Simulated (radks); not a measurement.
Valence configurations of the vanadium ion V2+ (all share [Ar]). Method: non-relativistic Kohn-Sham, PBE, spin-unpolarised, spherical densities, point nucleus; computed with a radial shooting solver on a logarithmic mesh with Libxc functionals. Energies are relative to 3d3; eigenvalues in eV.

[
 {"valence": "3d3", "E (eV)": "0.000", "e(3d)": "-21.451", "e(4p)": "-", "e(4s)": "-"},
 {"valence": "3d2.5 4s0.5", "E (eV)": "2.286", "e(3d)": "-24.074", "e(4p)": "-", "e(4s)": "-18.686"},
 {"valence": "3d2.5 4p0.5", "E (eV)": "4.730", "e(3d)": "-24.609", "e(4p)": "-14.116", "e(4s)": "-"},
 {"valence": "3d2 4s1", "E (eV)": "5.418", "e(3d)": "-26.927", "e(4p)": "-", "e(4s)": "-19.756"},
 {"valence": "3d2 4s0.5 4p0.5", "E (eV)": "7.968", "e(3d)": "-27.453", "e(4p)": "-14.956", "e(4s)": "-20.066"},
 {"valence": "3d2 4p1", "E (eV)": "10.527", "e(3d)": "-27.972", "e(4p)": "-15.244", "e(4s)": "-"},
 {"valence": "3d1.5 4s1 4p0.5", "E (eV)": "12.146", "e(3d)": "-30.498", "e(4p)": "-15.809", "e(4s)": "-21.138"},
 {"valence": "3d1 4s2", "E (eV)": "14.587", "e(3d)": "-33.223", "e(4p)": "-", "e(4s)": "-21.927"},
 {"valence": "3d1 4s1 4p1", "E (eV)": "20.142", "e(3d)": "-34.224", "e(4p)": "-16.899", "e(4s)": "-22.473"},
 {"valence": "3d1 4p2", "E (eV)": "25.734", "e(3d)": "-35.201", "e(4p)": "-17.381", "e(4s)": "-"}
]

NIST lists [Ar] 3d3 as the ground configuration; this level of theory agrees among the configurations tried. The energies are those of spherical spin-averaged densities, not of single terms.
